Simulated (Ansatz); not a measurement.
`C[As](C)C` and `CN(C)C` differ in one element.

Ansatz, PBE0-D4/def2-TZVP geometries, multiplicity 1. 

Scalar relativity is left out up to krypton.

| property | `C[As](C)C` |
| --- | --- |
| zero-point energy (PBE0-D4/def2-TZVP) / kJ/mol | 290.6 |
| HOMO energy (ωB97M-V/def2-TZVPP) / eV | -8.61 |
| HOMO–LUMO gap (B3LYP/def2-TZVPP) / eV | 7.16 |
| size of the dipole moment (PBE/def2-TZVPP) / D | 0.92 |
| LUMO energy (PBE0/def2-TZVPP) / eV | 1.19 |
| size of the dipole moment (ωB97M-V/def2-TZVPP) / D | 0.90 |

**Question.** Give the same properties after the change, and the shifts. (Estimate.)

**Answer.** Ansatz gave: 
```
                                          property  `CN(C)C`  shift
    zero-point energy (PBE0-D4/def2-TZVP) / kJ/mol     315.8   25.2
             HOMO energy (ωB97M-V/def2-TZVPP) / eV     -8.48   0.13
             HOMO–LUMO gap (B3LYP/def2-TZVPP) / eV      6.81  -0.35
    size of the dipole moment (PBE/def2-TZVPP) / D      0.39  -0.53
                LUMO energy (PBE0/def2-TZVPP) / eV      1.20   0.01
size of the dipole moment (ωB97M-V/def2-TZVPP) / D      0.52  -0.38
```

Dipoles are sizes alone; their direction can turn.

B3LYP here is the variant with VWN-RPA as its local correlation; programs differ in this.
